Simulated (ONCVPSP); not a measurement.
# C (Z = 6) ONCV: all-electron and pseudo phase curves

```json
{"Element": "carbon", "Generator": "ONCVPSP 4.0.1", "Type": "optimised norm-conserving Vanderbilt (ONCV)", "Functional": "PBE", "Relativity": "non-relativistic", "Frozen core": "[He]", "Valence charge": "4", "Reference configuration": "2s1 2p3", "Partial waves": "2s: rc 1.10 bohr, ncon 4, nbas 7, qcut 6.8 1/bohr, 2 projectors, debl 2.6 Ha; 2p: rc 3.05 bohr, ncon 4, nbas 7, qcut 4.5 1/bohr, 2 projectors, debl 3.8 Ha", "Local potential": "polynomial inside 0.70 bohr (lpopt 3, dvloc0 0 Ha)", "Core correction": "Teter function, fcfact 2.75, rcfact 1.15"}
```

The phase is arctan(r·R′/R) of the radial function R(r), unwrapped; energies in Ha, scanned from -2 to 5 Ha. A pole is an energy at which the radial function vanishes at the test radius. The pseudo phase is shifted by a multiple of π to meet the all-electron one at the reference energy, and phase errors are pseudo minus all-electron; the curves can meet again beyond the range given. Levels narrower than the energy grid can be missing from the lists of poles.

For each channel, where are the poles, and over which energies does the pseudopotential scatter like the atom?

```
channel  radius (bohr)  reference energy (Ha)  poles, all-electron      poles, pseudo  unbroken range about the reference energy with phases within 0.05 rad  phase error 1 Ha above the reference energy (rad)
      s           1.12                  -0.52                 4.41               4.39                                                        the whole range                                             -0.000
      p           3.09                  -0.21    -0.11, 1.49, 4.19  -0.11, 1.87, 4.30                                                              below 0.1                                             +0.262
```

Phases in the p channel:

| E (Ha) | all-electron | pseudo |
| --- | --- | --- |
| -1.98 | 1.372 | 1.373 |
| -1.62 | 1.345 | 1.347 |
| -1.26 | 1.303 | 1.306 |
| -0.90 | 1.226 | 1.232 |
| -0.54 | 0.996 | 1.013 |
| -0.18 | -1.365 | -1.363 |
| 0.18 | -2.084 | -1.987 |
| 0.54 | -3.776 | -3.118 |
| 0.90 | -4.472 | -4.287 |
| 1.26 | -4.645 | -4.544 |
| 1.62 | -4.747 | -4.656 |
| 1.98 | -4.859 | -4.739 |
| 2.34 | -5.150 | -4.855 |
| 2.70 | -7.064 | -5.518 |
| 3.06 | -7.628 | -7.576 |
| 3.42 | -7.748 | -7.746 |
| 3.78 | -7.807 | -7.806 |
| 4.14 | -7.849 | -7.841 |
| 4.50 | -7.888 | -7.868 |
| 4.86 | -7.935 | -7.893 |
